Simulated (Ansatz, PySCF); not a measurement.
Gas-phase reaction in SMILES: CCCCC[S] → [CH2]CCCSC
Geometries: B3LYP-D3(BJ)/def2-TZVP minima from Ansatz (a quantum-chemistry and plane-wave program), one conformer each, not searched for the lowest.

Property: isomerisation energy (enthalpy at 298 K, with B3LYP-D3(BJ) rigid-rotor harmonic-oscillator terms from PySCF), in kcal/mol. Correlated levels leave the core frozen unless marked. Open shells are spin-unrestricted. Spin-orbit coupling is left out. No relativistic terms. CBS(X,Y): correlation extrapolated as X^-3; Hartree-Fock from the larger set. [CCSD(T)-MP2]/basis is that difference in the basis named.

```
level                                                          program  isomerisation energy (kcal/mol)
-------------------------------------------------------------  -------  -------------------------------
BHLYP/def2-TZVPD                                                Ansatz                       (withheld)
B2GP-PLYP/def2-TZVPD                                            Ansatz                       (withheld)
RPA@PBE/cc-pV(T+d)Z                                             Ansatz                             19.9
SCS-MP2/STO-3G                                                  Ansatz                             26.6
CCSD/cc-pV(T+d)Z                                                Ansatz                             18.4
RI-MP2/CBS(cc-pV(T+d)Z,cc-pV(Q+d)Z)+[CCSD(T)-MP2]/cc-pV(T+d)Z   Ansatz                       (withheld)
```

**Question.** Complete the blanks.

**Answer.** 
- BHLYP/def2-TZVPD, isomerisation energy (kcal/mol): 17.8
- B2GP-PLYP/def2-TZVPD, isomerisation energy (kcal/mol): 17.3
- RI-MP2/CBS(cc-pV(T+d)Z,cc-pV(Q+d)Z)+[CCSD(T)-MP2]/cc-pV(T+d)Z, isomerisation energy (kcal/mol): 16.5
